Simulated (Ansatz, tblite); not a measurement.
Isomers of Be$_{7}$O$_{8}$ (singlet), found by a short tight-binding search and relaxed with PBE-D4/def2-SVP in Ansatz.

The xTB rows come from tblite.

A: The restricted singlet is unstable towards broken spin symmetry in Hartree–Fock (as tested in another run); at PBE-D4/def2-TZVP, r2SCAN-D4/def2-TZVP, PBE0-D4/def2-TZVP this wasn't settled. It holds 1 O–O bond.

Other spin states weren't relaxed.

A:

```xyz
15

Be    0.2656    1.1520   -1.6019
Be   -0.2074   -2.2122    0.5351
Be    1.9051    0.4621    0.0482
Be    0.5717   -1.0287   -1.3580
Be   -1.5061   -0.1014   -0.0772
Be   -0.6406    2.2065    0.1790
Be    0.0136    0.2608    1.6913
O     0.0181    2.5458   -1.0480
O     1.4519    0.6015    1.4185
O     1.6148    0.2435   -1.4081
O    -1.2035    1.0701    0.9959
O     0.6987   -2.3077   -0.5893
O    -0.5299   -1.3057    1.8514
O    -0.7908   -0.0932   -1.4438
O    -1.6613   -1.4932    0.8068
```

B:

```tsv
atom	x (Å)	y (Å)	z (Å)
Be1	1.139	-1.695	-2.778
Be2	0.124	2.034	2.126
Be3	-1.174	-2.464	-1.731
Be4	-1.884	0.586	2.186
Be5	2.145	1.870	0.277
Be6	-2.437	-1.436	0.415
Be7	2.637	0.287	-1.846
O8	-0.063	-2.470	-2.640
O9	-0.707	1.112	3.166
O10	1.330	2.273	1.383
O11	-2.172	-2.276	-0.717
O12	-2.520	-0.504	1.499
O13	2.813	1.321	-0.868
O14	-1.487	2.155	2.238
O15	2.257	-0.795	-2.710
```

Estimate which lies lowest at each level, and how far above it the others are (eV).


| level | A | B |
| --- | --- | --- |
| GFN1-xTB | 1.36 | 0.00 |
| GFN2-xTB | 0.87 | 0.00 |
| PBE-D4/def2-TZVP | 0.00 | 0.53 |
| r2SCAN-D4/def2-TZVP | 0.00 | 0.58 |
| PBE0-D4/def2-TZVP | 0.00 | 0.57 |
Point groups (tolerance 0.1 Å): A not assigned, B C2v. Lower isomers may exist.
